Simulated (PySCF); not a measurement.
## Working out the ionisation energy of Kr⁺

Kr⁺ [Ar] 3d10 4s2 4p5 (2P) → Kr²⁺ [Ar] 3d10 4s2 4p4 (3P). Calculation: PySCF 2.14, in cc-pVTZ-PP with ECP10MDF (5s4p3d1f, 39 functions); scalar relativity through the core potential. Frozen: 3s2 3p6 3d10. Energies in hartree (1 hartree = 27.21139 eV):

| part | Kr⁺ (lower) | Kr²⁺ (upper) |
| --- | --- | --- |
| UHF | -461.716666 | -460.861544 |
| CCSD correlation | -0.158916 | -0.128660 |
| (T) | -0.004015 | -0.002986 |

Question: What does Hartree-Fock give?

Answer: (-460.861544) − (-461.716666) = 0.855122 hartree = 23.269 eV.

Question: What do CCSD and CCSD(T) give?

Answer: The CCSD correlation energies differ by 0.030256 hartree = 0.823 eV and the triples by 0.001029 hartree = 0.028 eV, so CCSD gives 24.092 eV and CCSD(T) 24.120 eV.

Reference: 24.360 eV (measured; NIST Atomic Spectra Database, ionization energies), between the lowest levels; spin-orbit coupling is absent from the calculation.

What remains against the reference includes basis incompleteness, the frozen core and higher excitations.
